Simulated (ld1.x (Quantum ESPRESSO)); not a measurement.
**tungsten (W), TM: configuration errors across variants**

ld1.x (Quantum ESPRESSO) 7.5 input, shortened:

```
&input
   title='W', zed=74., rel=2, dft='PBE', iswitch=3,
   config='[Xe] 4f14 5d5 6s1 6p0', rel_dist='average'
 /
 &inputp
   pseudotype=2, tm=.true., lloc=0,
   nlcc=.false.
 /
3
6P  2  1   0.00   0.00  3.60  3.60  0.0
5D  3  2   5.00   0.00  2.35  2.35  0.0
6S  1  0   1.00   0.00  2.20  2.20  0.0
 &test
   configts(1)='5d5 6s1 6p0'
 /
```

Open shells are filled in proportion to 2j + 1 (rel_dist='average').

All-electron excitation energies from the reference (eV): (1) 5d4 6s2 6p0 -1.533; (2) 5d4 6s1 6p0 7.355; (3) 5d4 6s0 6p0 23.037; (4) 5d3 6s0 6p0 48.408; (5) 5d4 6s1 6p1 2.923; (6) 5d3 6s2 6p1 2.439; (7) 5d4 6s0 6p1 12.755.

A true bound ghost makes a file unfit for plane-wave use even where its test errors are small: the radial tests pick states by their node count and pass the ghost by.

Errors AE − PS in meV (a dash: test not solved or not reliable):

| change | (1) | (2) | (3) | (4) | (5) | (6) | (7) | bound ghosts |
| --- | --- | --- | --- | --- | --- | --- | --- | --- |
| base | -14 | -16 | +26 | -43 | -35 | -94 | -32 | none |
| wave 6s (bound): rc 2.20 bohr becomes 6s (bound): rc 1.72 bohr | +751 | +709 | +109 | +32 | +617 | +1830 | +27 | p1/2 |
| wave 6s (bound): rc 2.20 bohr becomes 6s (bound): rc 2.06 bohr | -2.5 | -8.2 | +29 | -36 | -30 | -34 | -35 | none |
| wave 6s (bound): rc 2.20 bohr becomes 6s (bound): rc 2.32 bohr | -19 | -19 | +24 | -47 | -38 | -114 | -32 | none |
| wave 6s (bound): rc 2.20 bohr becomes 6s (bound): rc 2.70 bohr | -22 | -22 | +23 | -50 | -40 | -128 | -31 | none |
| wave 6s (bound): rc 2.20 bohr becomes 6s (bound): rc 3.00 bohr | -16 | -17 | +21 | -57 | -37 | -104 | -35 | none |
| wave 6s (bound): rc 2.20 bohr becomes 6s (bound): rc 3.30 bohr | -3.4 | -7.7 | +12 | -89 | -32 | -52 | -46 | none |

(1) Give the same row for: wave 6s (bound): rc 2.20 bohr becomes 6s (bound): rc 1.44 bohr.

## Answers

(1) –, –, –, –, –, –, –; bound ghosts: not determined. Not counted: 5d4 6s2 6p0 (solver errors, printed error -149 eV); 5d3 6s2 6p1 (solver errors, printed error -145 eV); 4 more.
